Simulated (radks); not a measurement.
The numbers below are computed, except where a source is named.
Pr, configuration [Xe] 4f3 6s2. Level of theory: scalar-relativistic Kohn-Sham, PBE, spin-unpolarised, spherical densities, finite nucleus; Fermi nuclear charge, rms radius 4.8919 fm (a radial shooting solver on a logarithmic mesh with Libxc functionals).

Radial electron density D(r) = 4 pi r^2 rho(r):

r (bohr)  D(r) (e/bohr)
0.003973          25.16
0.004662          30.95
0.005428          37.20
0.00637           44.43
0.007415          51.68
0.008633          58.96
0.01013           66.11
0.01179           71.80
0.01373           75.83
0.01611           77.76
0.01876           77.25
0.02184           74.83
0.02562           71.33
0.02983           68.78
0.03473           68.78
0.04075           72.96
0.04744           80.90
0.05523           90.81
0.06481           99.56
0.07546           102.4
0.08784           98.11
0.1031            87.97
0.12              78.58
0.1408            75.27
0.1639            79.90
0.1909            86.96
0.224             87.57
0.2607            76.34
0.3035            57.21
0.3562            39.41
0.4147            32.78
0.4828            35.15
0.5665            38.77
0.6595            36.48
0.7678            28.63
0.901             19.30
1.049             13.24
1.221             10.28
1.433             8.641
1.668             6.976
1.942             4.952
2.279             2.986
2.653             1.721
3.114             1.044
3.625            0.7755
4.22             0.6261
4.952            0.4623
5.765            0.2932
6.711            0.1532
7.876           0.06212
9.169           0.02087
10.67          0.005382
12.53         0.0009374
14.58         0.0001284

D(r) has 4 maxima, at r = 0.0168, 0.0743, 0.208, 0.580 bohr, and minima at 0.0323, 0.137, 0.421 bohr, inside which lie 1.96, 11.13, 29.01 electrons.
